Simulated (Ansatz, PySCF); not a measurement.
The pair A = HCl (SMILES Cl) (first 2 atoms), B = HBr (SMILES Br); geometry from B3LYP-D3(BJ)/def2-TZVP.
(charge 0, multiplicity 1):
```xyz
4

Cl     0.53482    -0.46597    -0.22562
H      0.80027     0.78568    -0.12357
Br     0.17720    -0.30934     3.68880
H      0.25519    -0.59205     2.28871
```

Frozen-core correlation. Filled d and f shells under p-block atoms count as core. CBS(a, b) extrapolates the correlation energy as X⁻³ and adds the Hartree–Fock energy of set b.

Programs: Ansatz (a program for electronic structure); PySCF for the dispersion terms. Each number belongs to the level named beside it.

The monomers are drawn apart, rigid, along the line of their centres of mass. Counterpoise-corrected interaction energies (kcal/mol):

| level | R = 4.926 Å | R = 5.939 Å |
|---|---|---|
| PBE/def2-TZVPPD | -0.7239 | -0.2397 |
| PBE-D3(BJ)/def2-TZVPPD | -0.9881 | -0.3257 |
| wB97M-V/def2-TZVPPD | -0.7804 | -0.2859 |
| CCSD(T)/CBS(def2-TZVPPD, def2-QZVPPD) | -0.8058 | -0.2881 |

Problem. R is the distance of the centres of mass. Find the local exponent m of E ∝ R⁻ᵐ between the two points.

Solution. 
m = ln(E₁/E₂)/ln(R₂/R₁): PBE/def2-TZVPPD 5.9; PBE-D3(BJ)/def2-TZVPPD 5.9; wB97M-V/def2-TZVPPD 5.4; CCSD(T)/CBS(def2-TZVPPD, def2-QZVPPD) 5.5. For scale, two fixed dipoles give m = 3, dipole and quadrupole 4, quadrupoles 5, and dispersion or dipole-induced dipole 6 at long range; at these distances several terms mix, and what is left of overlap and damping shifts m, so it need not match one of them.
